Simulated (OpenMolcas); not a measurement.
Tm3+: moving or changing the point charges

Tm3+ among 8 point charges of -0.5 e arranged as a cube (Oh), 2.58 Å from the ion.
```
   1.4896    1.4896    1.4896  -0.50
   1.4896    1.4896   -1.4896  -0.50
   1.4896   -1.4896    1.4896  -0.50
   1.4896   -1.4896   -1.4896  -0.50
  -1.4896    1.4896    1.4896  -0.50
  -1.4896    1.4896   -1.4896  -0.50
  -1.4896   -1.4896    1.4896  -0.50
  -1.4896   -1.4896   -1.4896  -0.50
```

```json
{
 "Program": "OpenMolcas 26.06",
 "Method": "SS-CASPT2, IPEA 0.25 Eh, imaginary shift 0.1 Eh (closed shells correlated: 5s 5p)",
 "Basis": "ANO-RCC-VDZP [7s6p4d2f1g]",
 "Scalar Hamiltonian": "DKH2, point nucleus",
 "Active space": "12 electrons in 7 orbitals (4f)",
 "State averaging": "2S+1 = 3 even, 21 roots; 2S+1 = 1 even, 27 roots kept (CI in the orbitals of an earlier block)",
 "Spin-orbit coupling": "state interaction with AMFI integrals over the reference wave functions"
}
```

Runs around this geometry, states (labels of O, the rotations of Oh). Energies in cm-1 above the lowest state or level, χT in cm3 K/mol; under a threefold ground state the first gap can be a small split of the lowest multiplet, not the spin-orbit step.

| R (Å) | Ground state | First state of that spin | First gap with spin-orbit (degeneracies) | Width of lowest J | χT at 300 K |
| --- | --- | --- | --- | --- | --- |
| 2.58 | 3T1 | 3T2 45 | 15 (2, 3) | 68 | 7.137 |
| 2.83 | 2S+1 = 3 | 3T1 13 | 4 (1, 2) | 42 | 7.141 |
| 3.04 | 3T1 | 3T1 28 | 11 (2, 1) | 49 | 7.139 |

Roots that are degenerate in the reference are averaged as groups; the widest CASPT2 spread within a group is 570 cm-1 (the 3-fold group of multiplicity 1 near 9020 cm-1 above the lowest state of its run, R = 2.83). Shifts and gaps below about the spread of the groups concerned are not significant. This is an electrostatic model: the charges have no orbitals. A group larger than the point group allows holds several states that coincide in this model. No measured value stands beside these numbers.

A state without a sure symmetry label is named by its multiplicity alone.
